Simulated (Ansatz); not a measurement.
Geometry optimisation, RKS PBE/def2-SVP (Ansatz 0.2.0).

The input (input.yaml):

```yaml
crystal:
  periodic: [false, false, false]
  atoms:
    - { symbol: Sn, position_ang: [0.0, 0.0, 0.0] }
    - { symbol: H, position_ang: [0.0, 0.0, 1.74] }
    - { symbol: H, position_ang: [1.6408, 0.0, -0.5794] }
    - { symbol: H, position_ang: [-0.8195, 1.4198, -0.5794] }
    - { symbol: H, position_ang: [-0.8195, -1.4198, -0.5794] }
basis:
  gaussian: { orbitals: def2-SVP }
hamiltonian:
  xc: pbe
relax:
  f_tol: 0.02
  max_steps: 40
output:
  orbitals: {}
```

Command:

```bash
$ ansatz run input.yaml --threads 1 --pin off --max-ram 2048MiB --backend cpu --events-out ev --progress --plain --runs-dir out
```

Question: Where does it end, and by what steps?

Answer: The run converged. After 2 steps the energy has fallen by 0.005 eV; H3 moved furthest, 0.02 Å.

```
step  energy less start (eV)  largest force component (eV/Å)  accepted
   0                  0.0000                           0.189       yes
   1                 -0.0033                           0.120       yes
   2                 -0.0053                           0.003       yes
```

```xyz
5
Properties=species:S:1:pos:R:3
Sn 0.000 0.000 0.000
H 0.000 0.000 1.725
H 1.626 0.000 -0.574
H -0.813 1.408 -0.575
H -0.813 -1.408 -0.575
```

Whether the end is a true minimum wasn't checked by a vibrational analysis.

Time of the run: 3.4 s on 1 thread of Arm Neoverse V1, on a shared host, peak memory 0.089 GiB.
